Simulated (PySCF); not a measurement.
## Spinor energies of Ru⁺ (ruthenium, charge +1)

Start: [Kr] 4d7; 4d3/2 filled at m_j = +1/2, +3/2; 4d5/2 filled at m_j = -3/2, -1/2, +1/2, +3/2, +5/2. Calculated with PySCF 2.14 in x2c-SVPall-2c with one added diffuse shell each of s, p, d type (7s9p7d1f, 76 functions): generalised Hartree-Fock with the X2C-1e Hamiltonian and a Gaussian nucleus; one run each with spin-orbit coupling (SO) switched off, then screened by Boettger's factors. This is a chosen level, not necessarily the ground level.

| spinor shell | electrons | ε, spin-free (eV) | ε, screened SO (eV) | weight of nominal j (screened SO) | rms radius, screened SO (bohr) |
| --- | --- | --- | --- | --- | --- |
| 1s1/2 | 2 | -22238.4 | -22237.0 | 1.000 | 0.0384 |
| 2s1/2 | 2 | -3282.1 | -3281.7 | 1.000 | 0.158 |
| 2p1/2 | 2 | -2934.4 | -3025.0 | 1.000 | 0.137 |
| 2p3/2 | 4 | -2934.4 | -2892.0 | 1.000 | 0.142 |
| 3s1/2 | 2 | -617.88 | -617.75 | 1.000 | 0.428 |
| 3p1/2 | 2 | -500.37 | -516.32 | 1.000 | 0.425 |
| 3p3/2 | 4 | -500.37 | -492.82 | 1.000 | 0.436 |
| 3d3/2 | 4 | -311.39 | -314.20 | 0.992 | 0.417 |
| 3d5/2 | 6 | -311.39 | -309.36 | 0.995 | 0.420 |
| 4s1/2 | 2 | -100.95 | -100.90 | 1.000 | 1.09 |
| 4p1/2 | 2 | -65.755 | -70.147 | 0.822 | 1.21 |
| 4d5/2 | 5 | -18.283 | -18.974 | 0.547 | 1.76 |
| 4d3/2 | 2 | -18.283 | -16.579 | 0.640 | 1.83 |

(1) Where does 4p3/2 lie, and what is the 4p spin-orbit splitting (screened SO)?

```tsv
quantity	spin-free	screened SO
E (hartree)	-4527.03637	-4527.66132
M_J	9/2	9/2
⟨J²⟩	24.764	24.766
⟨L²⟩	12.010	12.121
⟨S²⟩	3.754	3.732
```

Each row is a mean over spinors that exchange with the open shell spreads, by up to 7.794 eV (4p3/2).

Rows whose weight is well below 1 are mixtures of j = l ± 1/2: exchange outweighs spin-orbit coupling there, and the label is only the starting occupation.

Breit and QED terms are absent; they matter most for the inner s and p1/2 levels.

Densities and radii are taken from the X2C orbitals without a picture-change correction, which distorts them close to the nucleus.

Without spin-orbit coupling the j labels of p, d and f shells carry no meaning; the spin-free column gives the mean over the occupied spinors of each nl shell.

## Answers

(1) At -63.588 eV, 6.559 eV above 4p1/2.
